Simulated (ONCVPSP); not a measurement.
# Varying the ONCV potential for Zn (Z = 30)

Base potential:

```
Element                 : zinc
Generator               : ONCVPSP 4.0.1
Type                    : optimised norm-conserving Vanderbilt (ONCV)
Functional              : PBE
Relativity              : scalar-relativistic
Frozen core             : [Ar]
Valence charge          : 12
Reference configuration : 3d10 4s2
Partial waves           : 4s: rc 2.20 bohr, ncon 3, nbas 7, qcut 2.6 1/bohr, 1 projector; p scattering state at 0.24 Ha: rc 2.15 bohr, ncon 4, nbas 8, qcut 3.4 1/bohr, 2 projectors, debl 3.8 Ha; 3d: rc 1.30 bohr, ncon 4, nbas 9, qcut 9.6 1/bohr, 1 projector
Local potential         : polynomial inside 0.80 bohr (lpopt 5, dvloc0 0 Ha)
Core correction         : none
```

In the p channel the program set the typed energies aside and used 0.050, 3.850 Ha.

Cutoffs, loose and tight: the cutoffs (Ha) at which the residual kinetic energy of the hardest occupied pseudo-wave falls to 1 and 0.1 mHa per electron. They do not see the model core or the augmentation charge, which bear on the density cutoff. Test errors are all-electron minus pseudo excitation energies from the reference, over the configurations 3d10 4s1; 3d10 4s0; 3d9 4s0; 3d8 4s0. A dash means not determined; rows that change the core or the reference have their own tests.

A true bound ghost makes a file unfit for plane-wave use even where its test errors are small: the radial tests pick states by their node count and pass the ghost by.

| change | outcome | cutoff, loose | cutoff, tight | bound ghosts | GHOST(+) flags above zero | largest test error (meV) |
| --- | --- | --- | --- | --- | --- | --- |
| base | generated, projector energies reset by the program | 50 Ha | 174 Ha | s | p | -639 |
| d: qcut 5.9 | generated, projector energies reset by the program | 211 Ha | 298 Ha | s | p | -424 |
| d: qcut 7.4 | generated, projector energies reset by the program | 184 Ha | 239 Ha | s | p | -536 |
| d: qcut 9.8 | generated, projector energies reset by the program | 48 Ha | 168 Ha | s | p | -645 |
| d: qcut 10.7 | generated, projector energies reset by the program | 52 Ha | 66 Ha | s | p | -664 |
| d: qcut 11.8 | generated, projector energies reset by the program | 57 Ha | 64 Ha | s | p | -683 |
| d: qcut 12.2 | generated, projector energies reset by the program | 60 Ha | 67 Ha | s | p | -686 |
| d: qcut 14.3 | generated, projector energies reset by the program | 71 Ha | 81 Ha | s | p | -702 |

Question: What comes out with this change to the base: d: qcut 13.3?

Answer: outcome: generated, projector energies reset by the program; cutoff, loose: 66 Ha; cutoff, tight: 73 Ha; bound ghosts: s; GHOST(+) flags above zero: p; largest test error (meV): -694.

Question: What comes out with this change to the base: d: qcut 6.6?

Answer: outcome: generated, projector energies reset by the program; cutoff, loose: 192 Ha; cutoff, tight: 282 Ha; bound ghosts: s; GHOST(+) flags above zero: p; largest test error (meV): -479.

Question: What comes out with this change to the base: d: qcut 8.8?

Answer: outcome: generated, projector energies reset by the program; cutoff, loose: 147 Ha; cutoff, tight: 188 Ha; bound ghosts: s; GHOST(+) flags above zero: p; largest test error (meV): -610.

Reading the sweep of the qcut of the d channel (base included, trends over the rows without a ghost): Bound ghosts are found at 5.9, 6.6, 7.4, 8.8, 9.6, 9.8, 10.7, 11.8, 12.2, 13.3, 14.3 1/bohr. Every judged row has one, so this setting neither creates nor removes them.
